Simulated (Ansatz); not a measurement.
```yaml
crystal:
  periodic: [false, false, false]
  atoms:
    - {symbol: F, position_ang: [-0.527539, -1.414198, 0.702724]}
    - {symbol: Si, position_ang: [0.216099, -0.566761, 0.630073]}
    - {symbol: Cl, position_ang: [1.387653, -1.317849, 0.182789]}
    - {symbol: Ge, position_ang: [-0.153432, 0.540438, -0.231322]}
    - {symbol: H, position_ang: [0.642826, 1.132687, -0.245193]}
    - {symbol: H, position_ang: [-1.065129, 1.106018, 0.092856]}
    - {symbol: H, position_ang: [-0.344004, 0.246455, -1.094046]}
basis:
  gaussian: {orbitals: x2c-TZVPPall}
magnetization: {spin_polarized: true, initial_magnetization: 1}
hamiltonian: {xc: {name: B2GP-PLYP}}
output: {forces: true}
```

```sh
$ ansatz run in.yaml --threads 4 --pin off --events-out ev --progress --plain --max-ram 10444MiB
```

It prints (some lines left out):

```
Functional definition: B2GP-PLYP
1238 factors; integrals over basis functions are off by at most 9.8e-4 eV
mean field evaluation 1: about -80243.6652 eV, gradient 3.5e1 eV
mean field evaluation 2: about -80244.0465 eV, gradient 3.4e1 eV
mean field evaluation 4: about -80247.3908 eV, gradient 3.0e0 eV
mean field evaluation 8: about -80247.4487 eV, gradient 4.8e-1 eV
mean field evaluation 16: about -80247.4527 eV, gradient 1.3e-3 eV
mean field -80247.45265420 eV, -2949.0394913647 hartree, gradient 9.0e-6 eV, S^2 0.755518; 0 other end points of the search recorded, 0 dependent functions left out
20 core orbitals not correlated: weight in the atoms' cores, before any rotation towards them, 0.997 or more for the frozen orbitals, at most 0.002 for the correlated occupied ones
reference -80247.45276132 eV, -2949.0394953012 hartree; 18, 17 occupied and 167, 168 virtual orbitals, 1238 factors
second order -27.50190490 eV of doubles, -0.00000000 eV of singles
Total energy: -80257.35344708 eV, -2949.4033387921 hartree
Relativity: scalar
Atom 0 at    -0.527539    -1.414198     0.702724 Å, force   -52.779040   -54.456397     7.559336 eV/Å
Atom 1 at     0.216099    -0.566761     0.630073 Å, force    25.493575    26.412809    45.887806 eV/Å
Atom 2 at     1.387653    -1.317849     0.182789 Å, force    44.303112   -24.462810   -15.054580 eV/Å
Atom 3 at    -0.153432     0.540438    -0.231322 Å, force   -20.155385    36.047353     0.773138 eV/Å
Atom 4 at     0.642826     1.132687    -0.245193 Å, force    27.648721    21.407037    -0.836501 eV/Å
Atom 5 at    -1.065129     1.106018     0.092856 Å, force   -15.050896     9.941519     5.075166 eV/Å
Atom 6 at    -0.344004     0.246455    -1.094046 Å, force    -9.460085   -14.889511   -43.404366 eV/Å
Dipole moment:    -0.050575    -0.174828    -0.200632 e Å
```

**Question.** Something in this input is off. What?

**Answer.** The geometry is squeezed to about two thirds of its size. The run converged. The result belongs to that input, not to the molecule as meant.
